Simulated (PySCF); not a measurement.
# Se⁻ (selenium, charge -1): UHF calculation

Configuration: [Ar] 3d10 4s2 4p5, 2P determinant. Calculation: PySCF 2.14, in def2-QZVPPD (12s8p5d4f1g, 98 functions); the non-relativistic Hamiltonian (point nucleus).

```json
{"Total energy": "-2399.910648 hartree", "One-electron energy": "-3353.6085 hartree", "Hartree (Coulomb) energy": "1039.4017 hartree", "Exchange energy": "-85.7038 hartree", "Kinetic energy": "2399.90799 hartree", "⟨S²⟩": "0.7621", "⟨L²⟩": "2.051", "Sum of ⟨r⟩": "29.17 bohr", "Sum of ⟨r²⟩": "57.48 bohr²", "Traceless quadrupole moment −½Σ⟨3z² − r²⟩ along its main axis": "3.65 e·bohr²", "Density at the nucleus (Gaussians lack the cusp)": "26900 bohr⁻³", "Spin density at the nucleus": "-0.123 bohr⁻³", "Langevin diamagnetic susceptibility": "-45.5 ×10⁻⁶ cm³/mol"}
```

```csv
shell,electrons,mean orbital energy (eV),spread (eV),"rms radius, mean of both spins (bohr)"
1s α,1,-12532.7,0,0.0521
1s β,1,-12532.6,0,0.0521
2s α,1,-1642.7,0,0.216
2s β,1,-1642.6,0,0.216
2p α,3,-1468.6,0.139,0.191
2p β,3,-1468.5,0.060,0.191
3s α,1,-234.90,0,0.623
3s β,1,-234.74,0,0.623
3p α,3,-173.17,0.455,0.640
3p β,3,-172.95,0.095,0.640
3d α,5,-63.941,0.420,0.693
3d β,5,-63.829,0.211,0.693
4s α,1,-16.567,0,2.08
4s β,1,-14.005,0,2.08
4p α,3,-3.286,1.648,2.85
4p β,2,-2.198,0,2.85
```

Spin-orbit constants ζ (cm⁻¹) from the X2C one-electron operator on these orbitals (non-relativistic here): bare nucleus, nucleus screened by l(l+1)(2l+1)/3 electrons, and screened by the Breit-Pauli mean field of the electrons.

| shell | bare | screened nucleus | mean field |
| --- | --- | --- | --- |
| 2p | 216000 | 203300 | n/a |
| 3p | 29960 | 28200 | n/a |
| 3d | 3894 | 2749 | n/a |
| 4p | 1542 | 1451 | n/a |

To first order the Landé constant is A = -1451 cm⁻¹, so the lowest level has J = 3/2 and lies 0.0900 eV below the centre of the term.
